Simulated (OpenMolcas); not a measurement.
The numbers below are computed, except where a source is named.
Cu4+: input and output

Cu4+ among 5 point charges of -1.5 e arranged as a trigonal bipyramid (D3h), 1.91 Å from the ion, with the axial distance 1.795 Å.

Input:

```
&GATEWAY
Coord
1

Cu 0.0 0.0 0.0
Basis=ANO-RCC-VTZP
Group=NoSym
NoMove
AngMom=0.0 0.0 0.0
AMFI
XField
5 Angstrom 0
1.910000 0.000000 0.000000 -1.500000
-0.955000 1.654109 0.000000 -1.500000
-0.955000 -1.654109 0.000000 -1.500000
0.000000 0.000000 1.795400 -1.500000
0.000000 0.000000 -1.795400 -1.500000
&SEWARD
&RASSCF
FileOrb=start.orb
Symmetry=1
Spin=4
nActEl=7 0 0
Inactive=9
Ras2=5
CIRoot=10 10 1
SDav=10
CIMx=300
Iter=120 100
PrWF=0.3
OrbListing=Nothing
MaxOrb=0
>>> COPY $Project.JobIph JOB001
&RASSCF
FileOrb=start.orb
Symmetry=1
Spin=2
nActEl=7 0 0
Inactive=9
Ras2=5
CIRoot=40 40 1
SDav=40
CIMx=300
Iter=120 100
PrWF=0.3
OrbListing=Nothing
MaxOrb=0
>>> COPY $Project.JobIph JOB002
&RASSI
NrOfJobIphs=2 10 40
1 2 3 4 5 6 7 8 9 10
1 2 3 4 5 6 7 8 9 10 11 12 13 14 15 16 17 18 19 20 21 22 23 24 25 26 27
28 29 30 31 32 33 34 35 36 37 38 39 40
IphNames
JOB001
JOB002
EJob
SpinOrbit
DIPRint=1.0
SOCoupling=1000.0
Subsets=2
Property=9
'ANGMOM' 1 'ANGMOM' 2 'ANGMOM' 3 'MLTPL  1' 1 'MLTPL  1' 2 'MLTPL  1' 3
'AMFI' 1 'AMFI' 2 'AMFI' 3
SOProperty=3
'ANGMOM' 1 'ANGMOM' 2 'ANGMOM' 3
```

Launched by
```bash
OMP_NUM_THREADS=1 MOLCAS_MEM=1689 MOLCAS_PROJECT=a pymolcas a.inp > a.log  # once for each step of the input, in one work folder
```

A driver script runs the steps one by one and writes start.orb anew before each from the orbitals found so far.

Output, cut to the results:

```
--- SEWARD ---
Basis set label: CU.ANO-RCC...6S5P3D2F1G.

      Electronic valence basis set:
      ------------------
      Associated Effective Charge  29.000000 au
      Associated Actual Charge     29.000000 au
      Nuclear Model: Point charge

      Shell  nPrim  nBasis  Cartesian Spherical Contaminant
         s      21       6        X
         p      15       5        X
         d      10       3                 X
         f       6       2                 X
         g       4       1                 X
                  Relativistic Douglas-Kroll-Hess integrals:
                    - DKH order of Hamiltonian: 2
                    - DKH order of Properties : 0
                  Atomic mean-field integrals
--- RASSCF ---
Wave function specifications:
      -----------------------------

      Number of closed shell electrons          18
      Number of electrons in active shells       7
      Max number of holes in RAS1 space          0
      Max nr of electrons in RAS3 space          0
      Number of inactive orbitals                9
      Number of active orbitals                  5
      Number of secondary orbitals              45
      Spin quantum number                      1.5
      State symmetry                             1
Orbital specifications:
      -----------------------

      Symmetry species                           1
                                                 a
      Frozen orbitals                            0
      Inactive orbitals                          9
      Active orbitals                            5
      RAS1 orbitals                              0
      RAS2 orbitals                              5
      RAS3 orbitals                              0
      Secondary orbitals                        45
      Deleted orbitals                           0
      Number of basis functions                 59
      Number of CSFs                            10
      Number of root(s) required                10
      Iter CI   SX   CI       RASSCF       Energy    max ROT     max BLB   max BLB  Level Ln srch  Step   QN
          iter iter root      energy       change     param      element    value   shift minimum  type update
 Nr of preliminary CI iterations:   1
      Total energies have been shifted. Add                -1000.00 au
        1   1   10    0  -656.41839784    0.00E+00  -1.96E-01*  12  29 1  1.07E+00*  0.00   0.00    SX    NO
        2   1   12    0  -657.32374587   -9.05E-01*  4.84E-02    8  22 1  4.78E-01*  0.00   0.00    SX    NO
        3   1   11    0  -657.42143924   -9.77E-02* -3.70E-02    9  23 1 -1.95E-01*  0.00   0.00    SX    NO
        4   1   11    0  -657.43988183   -1.84E-02* -2.19E-02    8  22 1  1.34E-01*  0.00   0.00    SX    NO
        5   1   10    0  -657.44658715   -6.71E-03*  8.42E-03    9  23 1 -8.30E-02*  0.00   0.61    QN   YES
        6   1    9    0  -657.45124822   -4.66E-03*  4.87E-04    9  23 1 -3.40E-03*  0.00   1.05    QN   YES
        7   1    5    0  -657.45125799   -9.76E-06* -4.79E-06    6  17 1 -7.58E-05   0.00   1.00    QN   YES
        8   1    4    0  -657.45125799   -2.14E-09   6.85E-07    6  17 1 -1.06E-05   0.00   1.11    QN   YES
      Convergence after  8 iterations
        9   1    4    0  -657.45125799   -3.87E-11   6.85E-07   13  30 1  1.87E-07   0.00   1.11    QN   YES
      Natural orbitals and occupation numbers for root  1
      sym 1:   1.500000   1.500000   1.000000   1.500000   1.500000
      Natural orbitals and occupation numbers for root  2
      sym 1:   1.500000   1.500000   1.000000   1.500000   1.500000
      Natural orbitals and occupation numbers for root  3
      sym 1:   1.242878   1.757122   1.000000   1.757122   1.242878
::    RASSCF root number  1 Total energy:  -1657.48909093
::    RASSCF root number  2 Total energy:  -1657.48908498
::    RASSCF root number  3 Total energy:  -1657.48554453
::    RASSCF root number  4 Total energy:  -1657.48323288
::    RASSCF root number  5 Total energy:  -1657.48323287
::    RASSCF root number  6 Total energy:  -1657.47937675
::    RASSCF root number  7 Total energy:  -1657.47937675
::    RASSCF root number  8 Total energy:  -1657.38410718
::    RASSCF root number  9 Total energy:  -1657.36976651
::    RASSCF root number 10 Total energy:  -1657.36976651
--- RASSCF ---
Wave function specifications:
      -----------------------------

      Number of closed shell electrons          18
      Number of electrons in active shells       7
...
--- RASSI ---
SPIN-FREE ENERGIES:
  (Shifted by EMIN (a.u.) =      -1657.4890909262)

 SF State       Relative EMIN(au)   Rel lowest level(eV)    D:o, cm**(-1)      L_eff

     1             0.0000000000        0.0000000000              0.0000         3.0
     2             0.0000059496        0.0001618979              1.3058         3.0
     3             0.0035463992        0.0965024379            778.3447         3.0
     4             0.0058580511        0.1594056916           1285.6936         3.0
     5             0.0058580524        0.1594057263           1285.6939         3.0
     6             0.0097141781        0.2643362513           2132.0156         3.0
     7             0.0097141806        0.2643363196           2132.0162         3.0
     8             0.1049837419        2.8567531499          23041.2680         1.0
    11             0.1129144459        3.0725585998          24781.8564         4.0
    12             0.1129144464        3.0725586141          24781.8565         4.0
    13             0.1140607513        3.1037511599          25033.4414         4.0
    14             0.1140607520        3.1037511776          25033.4415         4.0
    15             0.1145921124        3.1182102303          25150.0616         4.0
    16             0.1150548819        3.1308028313          25251.6278         4.0
    17             0.1150586792        3.1309061619          25252.4612         4.0
    18             0.1186669993        3.2290935535          26044.3959         4.0
    19             0.1186669993        3.2290935535          26044.3959         4.0
     9             0.1193244139        3.2469827164          26188.6818         1.0
    10             0.1193244169        3.2469827972          26188.6824         1.0
    20             0.1449894970        3.9453652035          31821.5164         4.0
    21             0.1449894987        3.9453652513          31821.5168         4.0
...
```

Spin-orbit levels above the lowest (labels of D3, the rotations of D3h):

```
E (cm-1)  Degeneracy  Label  2S+1                g
     0.0           2   E3/2     4  0.00 0.00 12.00
   741.6           2   E1/2     4   0.01 0.01 8.26
    1032           2   E1/2     4   1.60 6.68 6.68
    1213           2   E3/2     4   0.00 0.00 4.60
    1345           2   E1/2     4   0.01 0.01 5.67
    2169           2   E1/2     4   0.00 0.00 6.17
    2552           2   E3/2     4   0.00 0.00 1.76
    2919           2   E1/2     4   0.00 0.00 9.74
    2923           2   E1/2     4   1.40 5.06 5.06
    3233           2   E3/2     4   0.00 0.00 3.26
    4036           2   E1/2     4   2.31 3.13 3.13
    4076           2   E1/2     4   0.00 0.00 6.16
    4778           2   E3/2     4   0.00 0.00 2.39
    5071           2   E1/2     4   0.74 0.74 1.31
   24310           2   E3/2     4   0.00 0.00 5.94
   24388           2   E1/2     4   1.99 4.28 4.28
   25527           2   E1/2     2   0.00 0.00 5.82
   25789           2   E3/2     2   0.00 0.00 3.48
   25996           2   E1/2     2   0.00 0.00 7.87
   26031           2   E1/2     2   1.18 5.51 5.51
```

Spin-orbit coupling mixes the spin-free states strongly: the lowest level takes only 50 % from its leading state, 4A2. Without dynamic correlation the repulsion within the d shell is too large (B by tens of per cent), so at a given field states of lower spin stand too high. Point charges give a weaker field than real ligands, and real ions of this kind are often low spin; the high spin found here belongs to the model. The ground term spreads over less than 5000 cm-1, several times less than with real ligands, so orbital moments are less quenched and χT lies further from the spin-only value than at real sites. Point charges carry no covalency, so the field is a model and not that of real ligands. No measured value stands beside these numbers.

The RASSCF and RASSI steps took 12 s on 1 thread of Arm Neoverse V1, with other jobs on the host; the integral step is not counted.
